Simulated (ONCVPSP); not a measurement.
# Varying the ONCV potential for titanium (Ti)

Base potential:

titanium (Ti), optimised norm-conserving Vanderbilt (ONCV), made with ONCVPSP 4.0.1 (PBE, scalar-relativistic). Core [Ne], reference 3s2 3p6 3d2 4s1.5 (charge +0.5). Waves: 3s+4s: rc 1.70 bohr, ncon 4, nbas 7, qcut 6.2 1/bohr, 2 projectors; 3p: rc 1.25 bohr, ncon 5, nbas 8, qcut 11 1/bohr, 1 projector; 3d: rc 2.05 bohr, ncon 4, nbas 9, qcut 6.5 1/bohr, 1 projector. Local part: polynomial inside 1.00 bohr (lpopt 5, dvloc0 0 Ha). Core correction: none.

Cutoffs, loose and tight: the cutoffs (Ha) at which the residual kinetic energy of the hardest occupied pseudo-wave falls to 1 and 0.1 mHa per electron. They do not see the model core or the augmentation charge, which bear on the density cutoff. Test errors are all-electron minus pseudo excitation energies from the reference, over the configurations 3s2 3p6 3d2 4s2; 3s2 3p6 3d2 4s1; 3s2 3p6 3d2 4s0; 3s2 3p6 3d3 4s1. A dash means not determined; rows that change the core or the reference have their own tests.

| change | outcome | cutoff, loose | cutoff, tight | bound ghosts | GHOST(+) flags above zero | largest test error (meV) |
| --- | --- | --- | --- | --- | --- | --- |
| base | generated | 39 Ha | 50 Ha | none | none | +25 |
| d: rc 1.48 | generated | 126 Ha | 148 Ha | none | none | +4.4 |
| d: rc 2.1 | generated | 39 Ha | 50 Ha | none | none | +27 |
| d: rc 2.26 | generated | 39 Ha | 50 Ha | none | none | +36 |
| d: rc 2.58 | generated | 39 Ha | 50 Ha | none | none | +60 |

Question: What comes out with this change to the base: d: rc 3?

Answer: outcome: generated; cutoff, loose: 39 Ha; cutoff, tight: 50 Ha; bound ghosts: none; GHOST(+) flags above zero: none; largest test error (meV): +97.

Question: What comes out with this change to the base: d: rc 1.68?

Answer: outcome: generated; cutoff, loose: 46 Ha; cutoff, tight: 106 Ha; bound ghosts: none; GHOST(+) flags above zero: none; largest test error (meV): +9.4.

Reading the sweep of the d radius (base included, trends over the rows without a ghost): The loose cutoff falls from 126 Ha at 1.48 to 39 Ha at 3 bohr. A larger radius leaves more room for a smooth pseudo-wave, so fewer plane waves are needed; a smaller one forces it to follow the all-electron wave where it bends sharply. The median size of the test errors (rows with all tests solved) rises from 0.8 meV at 1.48 to 15.4 meV at 3 bohr. More of the atom is replaced by a form fitted at one configuration, so other configurations suffer as the radius grows.
